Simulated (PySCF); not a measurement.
Adding and removing an electron: GeP

ROHF-CCSD; Ge def2-TZVPPD, P def2-TZVPPD; no relativity (PySCF 2.14). Neutral (ROHF): doublet (π ↑), Re = 2.147 Å, ωe = 500 cm⁻¹, De = 2.88 eV.

GeP⁺ (UHF): triplet (π ↑↑), Re = 2.299 Å, ωe = 398 cm⁻¹, De = 2.32 eV to Ge⁺ + P. The energies at the minima are -2416.42816 hartree for GeP and -2416.11870 for GeP⁺.

Work out the adiabatic ionisation energy, without and with harmonic zero-point energies (1 hartree = 27.2114 eV, 1 eV = 8065.5 cm⁻¹), and the change of the bond length.

At CCSD: 0.30946 hartree = 8.421 eV between the minima; the zero-point term (398.0 − 500.0)/2 cm⁻¹ = -0.006 eV makes it 8.415 eV. Re changes by +15.2 pm against the neutral. The electron leaves a π orbital, and the longer bond of the ion fits a bonding orbital, or a change in how ionic the bond is.

GeP⁻ (RHF): singlet (closed shell), Re = 2.071 Å, ωe = 557 cm⁻¹. The energies at the minima are -2416.42816 hartree for GeP and -2416.52326 for GeP⁻.

Work out the adiabatic electron affinity, without and with harmonic zero-point energies (1 hartree = 27.2114 eV, 1 eV = 8065.5 cm⁻¹), and the change of the bond length.

At CCSD: 0.09510 hartree = 2.588 eV between the minima; the zero-point term (500.0 − 557.0)/2 cm⁻¹ = -0.004 eV makes it 2.584 eV. Re changes by -7.6 pm against the neutral. The electron enters a π orbital, and the shorter bond of the ion fits a bonding orbital, or a change in how ionic the bond is.

Correlated steps freeze 14 core orbitals. UHF and ROHF references stand side by side, which adds small steps between rows. For an ion De counts to the pair picked by the measured ionisation energies or electron affinities, which need not be the lowest pair at this level. States were picked by a PBE0 search and need not be the measured ground states.

Neutral and ion stand on different kinds of reference determinant, which adds to the error of the difference.
